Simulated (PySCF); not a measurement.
## Which determinant of ZnSi lies lowest?

Unrestricted PBE0; PySCF, no relativity, basis sets Zn def2-TZVPP, Si def2-TZVPP. Outer shells of the fragments: Zn 3d10 4s2; Si 3s2 3p2.

Followed along the bond (rough minima from three points):

```tsv
2Ms+1	unpaired	⟨S²⟩ at the start	R at minimum (Å)	Te (eV)
3	π ↑↑	2.02	2.40	0.00
1	π ↑↓	1.01	2.39	0.23
3	σ ↑, π ↑	2.01	2.70	0.70
1	σ ↓, π ↑	1.02	2.64	0.84
1	none	0.00	2.37	1.08
```

Solutions found at the starting distance of 2.305 Å, counted from the lowest of them; the search is not exhaustive and high or unbound solutions are not listed, so other states can lie among these:

```csv
2Ms+1,unpaired,term,E (eV),⟨S²⟩,⟨Lz²⟩,μ (D)
3,π ↑↑,³Σ⁻,0.00,2.02,0.00,-2.42
1,π ↑↓,mixed,0.24,1.01,2.03,-2.43
3,"σ ↑, π ↑",³Π,0.94,2.01,1.01,0.49
1,"σ ↓, π ↑",mixed,1.05,1.02,1.01,0.46
1,none,mixed,1.08,0.00,2.01,-2.26
3,"σ ↑↑, π ↑↓",mixed,2.40,3.02,2.03,-0.88
1,"σ ↓↓, π ↑↑",mixed,2.56,2.02,0.00,-1.09
3,"σ ↑, π ↑",³Π,2.99,2.01,1.03,-3.30
1,"σ ↓, π ↑",mixed,3.24,1.04,1.01,-3.22
3,π ↑↑,mixed,3.45,2.02,2.02,1.05
```

A term symbol is given only where ⟨S²⟩ and ⟨Lz²⟩ are close to those of a pure state; real π, δ and φ orbitals otherwise mix terms. A positive dipole means Zn(−)Si(+).
